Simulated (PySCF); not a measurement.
# Running PySCF for H2MoO3

Input:

```python
from pyscf import gto, dft

mol = gto.M(
    atom='Mo 0.0177 -0.0032 0.0152; O 1.656 -0.1339 -0.2696; O -0.7012 1.6979 0.1995; O -0.8901 -1.6094 0.1056; H -0.4838 2.6375 0.193; H -1.7283 -2.0706 0.226',
    basis='lanl2dz',
    ecp={'Mo': 'lanl2dz'},
    charge=0,
    spin=0,
    verbose=4,
)
mf = dft.RKS(mol, xc='o3lyp')
mf.kernel()
mf.mulliken_pop()
mf.dip_moment()
print('orbital energies (hartree):', mf.mo_energy[..., max(0, mol.nelec[1]-3):mol.nelec[0]+3].round(4))
```

```bash
$ OMP_NUM_THREADS=1 python input.py
```

Output (some set-up lines removed):

```
PySCF version 2.14.0

[INPUT] Symbol           X                Y                Z      unit          X                Y                Z       unit  Magmom
[INPUT]  1 Mo     0.017700000000  -0.003200000000   0.015200000000 AA    0.033448152405  -0.006047123599   0.028723837093 Bohr   0.0
[INPUT]  2 O      1.656000000000  -0.133900000000  -0.269600000000 AA    3.129386462280  -0.253034328079  -0.509470163183 Bohr   0.0
[INPUT]  3 O     -0.701200000000   1.697900000000   0.199500000000 AA   -1.325075958545   3.208565986899   0.377000361851 Bohr   0.0
[INPUT]  4 O     -0.890100000000  -1.609400000000   0.105600000000 AA   -1.682045223475  -3.041325224875   0.199555078754 Bohr   0.0
[INPUT]  5 H     -0.483800000000   2.637500000000   0.193000000000 AA   -0.914249499065   4.984152653540   0.364717142041 Bohr   0.0
[INPUT]  6 H     -1.728300000000  -2.070600000000   0.226000000000 AA   -3.266013661086  -3.912866913524   0.427078104152 Bohr   0.0

nuclear repulsion = 151.11446496776
number of shells = 26
number of NR pGTOs = 126
number of NR cGTOs = 53
basis = lanl2dz
ecp = {'Mo': 'lanl2dz'}

******** <class 'pyscf.dft.rks.RKS'> ********
method = RKS
initial guess = minao
damping factor = 0
level_shift factor = 0
DIIS = <class 'pyscf.scf.diis.CDIIS'>
SCF conv_tol = 1e-09
SCF max_cycles = 50
XC functionals = o3lyp
    W.-M. Hoe, A. J. Cohen, and N. C. Handy.,  Chem. Phys. Lett. 341, 319–328 (2001)

grids dens level: 3
Initial guess from minao.
tot grids = 84304
init E= -293.481993694714
  HOMO = -0.00912563225191803  LUMO = 0.00325883941518544  gap/eV = 0.33700
cycle= 1 E= -291.232396076477  delta_E= 2.25  |g|= 2.61  |ddm|= 4.63
  HOMO = -0.326144041548766  LUMO = -0.316850017620298  gap/eV = 0.25290
cycle= 2 E= -279.430827793781  delta_E= 11.8  |g|= 5.09  |ddm|= 8.21
  HOMO = -0.343978505389718  LUMO = -0.315399627363728  gap/eV = 0.77767
cycle= 3 E= -293.730020332458  delta_E= -14.3  |g|= 1.66  |ddm|= 6.29
  HOMO = -0.194131044044134  LUMO = -0.162344187407342  gap/eV = 0.86496
cycle= 4 E= -293.935257772204  delta_E= -0.205  |g|= 1.56  |ddm|= 2.35
  HOMO = -0.14666203215091  LUMO = -0.0729524720994116  gap/eV = 2.00574
cycle= 5 E= -294.382280758729  delta_E= -0.447  |g|= 0.484  |ddm|= 1.22
  HOMO = -0.18945711960987  LUMO = -0.124403681902635  gap/eV = 1.77019
cycle= 6 E= -294.425685546419  delta_E= -0.0434  |g|= 0.285  |ddm|= 0.623
  HOMO = -0.194551832405221  LUMO = -0.125755064010868  gap/eV = 1.87206
cycle= 7 E= -294.441161092844  delta_E= -0.0155  |g|= 0.0905  |ddm|= 0.242
  HOMO = -0.185976962342941  LUMO = -0.114530409885862  gap/eV = 1.94416
cycle= 8 E= -294.443304628805  delta_E= -0.00214  |g|= 0.0149  |ddm|= 0.0865
  HOMO = -0.18618819981727  LUMO = -0.114835017534414  gap/eV = 1.94162
cycle= 9 E= -294.443302984213  delta_E= 1.64e-06  |g|= 0.0158  |ddm|= 0.0101
  HOMO = -0.185517741955387  LUMO = -0.114149899825442  gap/eV = 1.94202
cycle= 10 E= -294.443321952804  delta_E= -1.9e-05  |g|= 0.0138  |ddm|= 0.00584
  HOMO = -0.184774098202571  LUMO = -0.113194256183945  gap/eV = 1.94779
cycle= 11 E= -294.443364309523  delta_E= -4.24e-05  |g|= 0.000765  |ddm|= 0.00996
  HOMO = -0.184769139618282  LUMO = -0.11317330822969  gap/eV = 1.94822
cycle= 12 E= -294.443364434855  delta_E= -1.25e-07  |g|= 0.000163  |ddm|= 0.000594
  HOMO = -0.184770409170923  LUMO = -0.113170841769492  gap/eV = 1.94832
cycle= 13 E= -294.443364442175  delta_E= -7.32e-09  |g|= 1.87e-05  |ddm|= 0.000171
  HOMO = -0.184771634376094  LUMO = -0.113171052415495  gap/eV = 1.94835
cycle= 14 E= -294.44336444227  delta_E= -9.45e-11  |g|= 3.24e-06  |ddm|= 2.26e-05
  HOMO = -0.184771281102176  LUMO = -0.11317071870176  gap/eV = 1.94835
Extra cycle  E= -294.443364442242  delta_E= 2.76e-11  |g|= 1.19e-05  |ddm|= 1.17e-05
converged SCF energy = -294.443364442242
 ** Mulliken pop  **
pop of  0 Mo 4s           1.98872
pop of  0 Mo 5s           0.28849
pop of  0 Mo 6s           0.31459
pop of  0 Mo 4px          2.01312
pop of  0 Mo 4py          2.01605
pop of  0 Mo 4pz          2.00211
pop of  0 Mo 5px          0.05050
pop of  0 Mo 5py          0.03469
pop of  0 Mo 5pz          0.07757
pop of  0 Mo 6px          0.01495
pop of  0 Mo 6py          0.01116
pop of  0 Mo 6pz          0.01078
[41 lines left out]
 ** Mulliken atomic charges  **
charge of    0Mo =      1.03155
charge of    1O =     -0.38339
charge of    2O =     -0.73906
charge of    3O =     -0.73015
charge of    4H =      0.41137
charge of    5H =      0.40969
Dipole moment(X, Y, Z, Debye): -2.94808,  1.16848,  0.52903
orbital energies (hartree): [-0.3301 -0.3165 -0.1848 -0.1132 -0.0905 -0.0484]
```

In short: E(SCF) = -294.443364 Eh, 14 cycles, μ(SCF) = 3.22 D.

It ran on Arm Neoverse N1 (1 thread, shared host) in 8 s, peak memory 0.26 GiB.
